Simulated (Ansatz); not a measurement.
A structure relaxed at PBE-D4/def2-SVP in Ansatz, charge 0, singlet:

Cartesian coordinates in Å:
```
Al 0.080 -1.949 1.077
Al -0.378 0.792 -0.471
S 1.339 -0.713 -0.755
S 1.152 0.355 1.191
S -2.193 1.515 -1.042
```

Q: Give its formula and point group.

A: Al₂S₃. Point group Cs (tolerance 0.1 Å).

Q: Summarise the bond lengths by kind (pairs closer than 1.2 times the sum of covalent radii, bridged metal pairs left out).

A: 5 × Al–S 2.03 to 2.54 Å; 1 × S–S 2.23 Å.

Another isomer (singlet) lies 0.67 eV lower at PBE0-D4/def2-TZVP; other spin states weren't run for this one.
